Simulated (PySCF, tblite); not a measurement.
Compound: C4H15BN2.
SMILES with atom numbers: `[CH3:1][CH2:2][B@@H-:3]([NH:4][CH3:5])[NH2+:6][CH3:7]` (hydrogens: H8, H9, H10 on C1; H11, H12 on C2; H13 on B3; H14 on N4; H15, H16, H17 on C5; H18, H19 on N6; H20, H21, H22 on C7)

Jobs on this species (22 atoms, 58 electrons) with PySCF (density fitting) and tblite. Hardware of each: Intel Xeon at 2.50 GHz, one thread, shared host. The host was shared with other jobs, so the times are rough.

| level and settings | work | basis functions | SCF cycles | wall time |
| --- | --- | --- | --- | --- |
| GFN2-xTB | L-BFGS relaxation | – | – | ? |
| PBE0/pcSseg-1 | shieldings, charges and field gradients | 194 | 12 | 95 s |
| GFN2-xTB | Hessian by finite differences | – | – | 2.2 s |

**Question.** Fill in the missing figures.

**Answer.** 
- GFN2-xTB; L-BFGS relaxation: 3.1 s

**Question.** What do all jobs in the table cost together?

**Answer.** About 1.7 min; the longest takes about 95 % of that, and about 43 times as long as the shortest.
